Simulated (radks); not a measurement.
The numbers below are computed, except where a source is named.
Species: Ti+. Configuration: [Ar] 3d2 4s1 (the NIST ground configuration). Code: a radial shooting solver on a logarithmic mesh with Libxc functionals. Model: scalar-relativistic Kohn-Sham, r2SCAN, spin-polarised, spherical densities, finite nucleus; open shells are filled with parallel spins first; meta-GGA in the generalised Kohn-Sham scheme; Fermi nuclear charge, rms radius 3.5921 fm.

Normalised radial functions P(r) = r R(r), r in bohr:

```
   r/bohr * 2p down (the largest magnitude, 1.8, reaches the edge; | marks zero)
 0.003913 *
 0.005837 *
 0.008708 |*
  0.01299 | *
  0.01938 |  *
  0.02891 |     *
  0.04313 |           *
  0.06434 |                    *
  0.09599 |                                 *
   0.1432 |                                               *
   0.2136 |                                                      *
   0.3187 |                                               *
   0.4754 |                            *
   0.7093 |         *
    1.058 | *
    1.579 *
    2.355 *
    3.513 *
    5.241 *
    7.819 *
```

2p down: eigenvalue -455.98 eV, 0 radial nodes, <r> = 0.289 bohr, 90 % of the charge inside 0.475 bohr.
